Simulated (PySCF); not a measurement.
H₄HfI₂N₂, SMILES [NH2][Hf]([NH2])([I])[I], multiplicity 1.

Coordinates come from a PBE-D3(BJ)/def2-SVP optimisation. The spin state was assumed, not searched. The def2 effective core potentials stand for the cores of Hf, I; spin–orbit coupling is left out. The values are those of a single conformer.

Computed with PBE-D3(BJ)/def2-SVP (PySCF 2.14.0).

Frequencies are harmonic and unscaled.

| mode | ν (cm⁻¹) | IR (km/mol) | moving atoms (share of kinetic energy) |
|---|---|---|---|
| 1 | 42 | 0.3 | I 74 %, Hf 23 % |
| 2 | 79 | 0.2 | N 43 %, Hf 30 %, I 14 %, H 13 % |
| 3 | 92 | 0.5 | N 59 %, H 35 % |
| 4 | 110 | 2.4 | N 58 %, H 27 %, I 14 % |
| 5 | 153 | 5.2 | N 49 %, I 32 %, H 17 % |
| 6 | 153 | 5.9 | H 79 %, N 12 % |
| 7 | 183 | 2.0 | I 39 %, Hf 30 %, N 20 %, H 11 % |
| 8 | 204 | 20.1 | Hf 49 %, I 37 %, H 11 % |
| 9 | 317 | 11.1 | H 98 % |
| 10 | 442 | 0.2 | H 78 %, N 21 % |
| 11 | 458 | 108.0 | H 82 %, N 18 % |
| 12 | 490 | 44.9 | H 75 %, N 25 % |
| 13 | 490 | 184.7 | H 77 %, N 22 % |
| 14 | 627 | 78.3 | N 75 %, H 14 %, Hf 11 % |
| 15 | 642 | 81.5 | N 77 %, H 16 % |
| 16 | 1435 | 50.3 | H 89 %, N 11 % |
| 17 | 1451 | 37.2 | H 89 %, N 11 % |
| 18 | 3442 | 94.3 | H 96 % |
| 19 | 3445 | 58.1 | H 95 % |
| 20 | 3535 | 26.8 | H 92 %, N 8 % |
| 21 | 3545 | 34.4 | H 92 %, N 8 % |
